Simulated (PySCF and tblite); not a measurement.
Values are calculated unless marked as measured or tabulated.
2 diastereomers of C₆H₁₂Se, numbered alike:

```csv
isomer,SMILES,descriptors (one enantiomer)
A,[CH3:1][C@@H:2]1[CH2:3][CH2:4][C@H:5]([CH3:6])[Se:7]1,"2R, 5S"
B,[CH3:1][C@H:2]1[CH2:3][CH2:4][C@H:5]([CH3:6])[Se:7]1,"2S, 5S"
```

Each isomer is a Boltzmann average at 298.15 K over at most 3 conformers: GFN2-xTB geometries, energies PBE0/pcSseg-1 (D3(BJ) added where defined), GFN2-xTB thermal terms. Programs: PySCF with density fitting and tblite.

**Question.** Rank the isomers by free energy at 298.15 K.

**Answer.** 
| isomer | ΔG (kcal/mol) | ΔE, lowest conformer | conformers | largest weight % | rms dipole (D) |
| --- | --- | --- | --- | --- | --- |
| A | 0.0 | 0.1 | 1 | 100 | 1.94 |
| B | 0.4 | 0.0 | 2 | 68 | 1.94 |

ΔG is for one enantiomer.

**Question.** If they could interconvert freely, what would the mixture hold (chiral isomers as racemates)?

**Answer.** A 48 %, B 52 %. A racemate gains RT ln 2.
